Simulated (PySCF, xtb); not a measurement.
O2P2, SMILES o1p2p1o2.

Harmonic wavenumbers (cm⁻¹) from xtb with GFN2-xTB at its own minimum, in rising order: 417, 553, 583, 669, 675, 871.

Task: What does PySCF with B3LYP-D3(BJ)/def2-SVP give at its own minimum? (Estimate from the structure and the level; the computed values follow.)

Result: 445, 582, 620, 717, 735, 888. Paired by order, the mean absolute difference is 36 cm⁻¹ and the zero-point energies are 5.4 and 5.7 kcal/mol.
